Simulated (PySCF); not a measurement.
Continuum solvent and chemical shifts

Geometry (Å), atoms numbered from 1 in this order:
```xyz
15

O    -1.027    2.026    0.726
Si   -1.471    0.473    0.305
C     0.075   -0.185   -0.562
Si    1.650    0.636    0.142
C     0.134   -1.686   -0.545
F     0.498   -2.153    0.659
F    -1.063   -2.238   -0.826
F     0.999   -2.177   -1.436
H    -1.590    2.516    1.331
H    -1.785   -0.352    1.508
H    -2.645    0.477   -0.616
H     0.007    0.119   -1.620
H     1.762    2.008   -0.425
H     2.834   -0.170   -0.278
H     1.605    0.689    1.630
```

GIAO PBE0/pcSseg-1 in PySCF 2.14.0 with density-fitted response routines on one PBE0-D3(BJ)/def2-SVP conformer, non-relativistic, equivalent nuclei averaged. Solvents enter as an IEF-PCM continuum (benzene with ε = 2.3, dimethylsulfoxide with ε = 46.8) around the gas-phase geometry. Shifts are referred to TMS, CFCl3 computed in the same medium.

Gas phase, δ in ppm: Si2 -13.4, Si4 -69.4, C5 133.2, C3 16.9, F6/F7/F8 -65.8, H11 5.23, H10 5.11, H13/H14/H15 4.11, H12 1.77, H9 0.72. Dipole moment 2.80 D.

Question: How does each δ change in the continuum?

Answer: 
| atoms | environment | Δδ, benzene | Δδ, dimethylsulfoxide |
| --- | --- | --- | --- |
| Si2 | silicon bonded to C, O, 2 H | -0.3 | -0.5 |
| Si4 | silicon bonded to C, 3 H | 0.0 | +0.1 |
| C5 | CF3 carbon | +0.8 | +1.8 |
| C3 | sp3 CH bonded to 2 Si | +0.2 | +0.5 |
| F6/F7/F8 | fluorine of a CF3 group | +0.2 | +0.7 |
| H11 | hydrogen on a silicon bonded to C, O | -0.01 | -0.03 |
| H10 | hydrogen on a silicon bonded to C, O | -0.02 | -0.05 |
| H13/H14/H15 | hydrogen on a silicon bonded to C | -0.03 | -0.07 |
| H12 | hydrogen on an sp3 CH bonded to 2 Si | +0.19 | +0.46 |
| H9 | hydrogen on an oxygen bonded to Si | +0.48 | +1.02 |

Changes are relative to the gas phase. The dipole moment becomes 3.03 D in benzene, 3.28 D in dimethylsulfoxide.

Question: Which of the listed nuclei move most (in ppm), and what does the model miss? (N and O are left out, as their reference compounds move with the solvent too.)

Answer: C5 (CF3 carbon, +1.8 ppm) in dimethylsulfoxide. A continuum only polarises the solute; specific hydrogen bonds, the anisotropy of aromatic solvents and changes of geometry or conformer are outside it.
